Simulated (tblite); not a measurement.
Compound: C₇H₁₂P (charge +1).
Geometry (GFN2-xTB, Å), atoms numbered from 1 in this order:
```xyz
20
C7H12P angstrom
C      3.6887   -0.2987    0.8460
C      2.5221   -0.5656    0.8603
C      1.1058   -0.8825    0.8700
P      0.2938    0.1003   -0.4325
C      0.5511    1.8558   -0.0992
C     -1.4542   -0.3174   -0.6323
C     -1.9164   -0.5904   -1.8467
C     -2.2550   -0.3180    0.6297
H      4.7178   -0.0879    0.8566
H      0.9498   -1.9494    0.6755
H      0.6658   -0.6263    1.8413
H      0.9333   -0.1870   -1.6212
H      0.1392    2.4510   -0.9143
H      1.6213    2.0474   -0.0056
H      0.0568    2.1344    0.8329
H     -1.2853   -0.5869   -2.7209
H     -2.9548   -0.8288   -2.0083
H     -1.9685   -1.1563    1.2659
H     -2.1026    0.6023    1.1939
H     -3.3140   -0.4127    0.4057
```

All values are computed: GFN2-xTB (tblite) harmonic vibrations without scaling, gas phase. Against measured fundamentals such values can be off by several per cent, at times by over 20. Modes of hydrogen on phosphorus can be 10 to 20 % off. One conformer, not necessarily the lowest.

Harmonic wavenumbers (cm⁻¹): 31.3, 54.2, 87.5, 109.5, 143.7, 161.1, 180.4, 211.0, 299.3, 325.1, 335.3, 396.7, 421.0, 629.3, 661.1, 674.9, 676.5, 706.3, 745.6, 777.3, 824.6, 875.7, 884.5, 926.2, 930.5, 931.3, 981.2, 996.3, 1030.6, 1068.9, 1170.1, 1181.6, 1310.9, 1359.7, 1378.5, 1386.3, 1388.5, 1402.3, 1451.9, 1455.3, 1669.8, 2282.9, 2407.9, 2910.8, 2926.7, 2985.9, 2988.3, 2997.6, 3000.4, 3009.9, 3062.2, 3092.6, 3127.3, 3383.8.

A = 3288, B = 936.7, C = 892.8 MHz; mass 127.068 u (most abundant isotopes); point group C1, symmetry number 1.

**Question.** Zero-point energy?

**Answer.** ½Σν̃ = 35204 cm⁻¹ = 421.13 kJ/mol.

**Question.** Give the ideal-gas entropy at 273.15 K and 1 bar in the rigid-rotor, harmonic-oscillator model (classical rotation).

**Answer.** Translation 167.46, rotation 120.87, vibration 140.53: S = 428.8 J/(mol K).

**Question.** And Cp and H(273.15 K) − H(0)?

**Answer.** Cp = 167.98 J/(mol K), of which vibrations give 134.72 (their classical limit is 54 R = 449.0); H(273.15 K) − H(0) = 28.59 kJ/mol without the zero-point energy, 19.50 from vibrations.

**Question.** How do the functions run with temperature in this model?

**Answer.** 
| T (K) | S (J/(mol K)) | Cp (J/(mol K)) | H − H(0) (kJ/mol) | G − H(0) (kJ/mol) | ln q(vib) |
| --- | --- | --- | --- | --- | --- |
| 100 | 305.2 | 91.1 | 6.20 | -24.32 | 2.60 |
| 200 | 381.9 | 134.9 | 17.51 | -58.87 | 5.97 |
| 300 | 445.2 | 180.1 | 33.26 | -100.29 | 9.15 |
| 500 | 556.1 | 256.4 | 77.36 | -200.71 | 15.18 |
| 800 | 693.8 | 328.8 | 166.07 | -388.96 | 23.50 |
| 1000 | 770.8 | 361.3 | 235.23 | -535.58 | 28.55 |

q(vib) and H(0) count from the zero-point level.

**Question.** What must be added to the electronic energy to get the Gibbs energy at 273.15 K and 1 bar?

**Answer.** ZPE + [H(273.15 K) − H(0)] − T·S = 421.13 + 28.59 − 117.14 = 332.58 kJ/mol.

**Question.** Blend soft modes into free rotors: weight 1/[1 + (100 cm⁻¹/ν̃)⁴] for the oscillator and the rest for a rotor with moment μB/(μ + B), μ = h/(8π²ν), B = 10⁻⁴⁴ kg m². What vibrational entropy results?

**Answer.** 126.91 J/(mol K) in place of 140.53, which changes −T·S at 273.15 K by +3.72 kJ/mol.

Hindered rotation and anharmonicity are outside this model. Other conformers, if any are populated, would add a mixing term that is left out. The structure is chiral; the term R ln 2 for an equal mix with its mirror image is left out.
